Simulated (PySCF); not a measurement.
Compound: C₇H₁₃Al.
Atom-mapped SMILES: `[CH2:1]=[C:2]([CH3:3])[Al:4]1[CH2:5][CH2:6][CH2:7][CH2:8]1` (hydrogens: H9, H10 on C1; H11, H12, H13 on C3; H14, H15 on C5; H16, H17 on C6; H18, H19 on C7; H20, H21 on C8)

The closed-shell ground state was solved at several levels (PySCF, density fitting, gas phase, non-relativistic). Geometry: PBE0-D3(BJ)/def2-SVP, one conformer, isolated molecule.

| level | basis functions | total energy (Eh) | HOMO (eV) | LUMO (eV) | gap (eV) | dipole (D) |
| --- | --- | --- | --- | --- | --- | --- |
| B3LYP/pcSseg-1 | 208 | -516.9700 | -6.65 | -1.21 | 5.44 | 0.75 |
| PBE0/pcSseg-1 | 208 | -516.4817 | -6.87 | -1.02 | 5.85 | 0.73 |

Task: Estimate the row for CAM-B3LYP/def2-SVPD, a basis of 268 functions; the other rows only guide the guess.

Result: Total energy -516.5520 Eh, HOMO -8.19 eV, LUMO 0.01 eV, gap 8.20 eV, dipole 0.73 D.

Task: Over all these levels, which gives the widest orbital gap and which the narrowest?

Result: CAM-B3LYP/def2-SVPD (range-separated hybrid) has the widest, 8.20 eV, and B3LYP/pcSseg-1 (global hybrid, 20 % exact exchange) the narrowest, 5.44 eV. Functional and basis both differ between the two, so the spread mixes both effects.

Task: How far do the dipole and the HOMO energy spread over the levels?

Result: The dipole runs from 0.73 to 0.75 D (mean 0.74 D) and the HOMO from -8.19 to -6.65 eV.
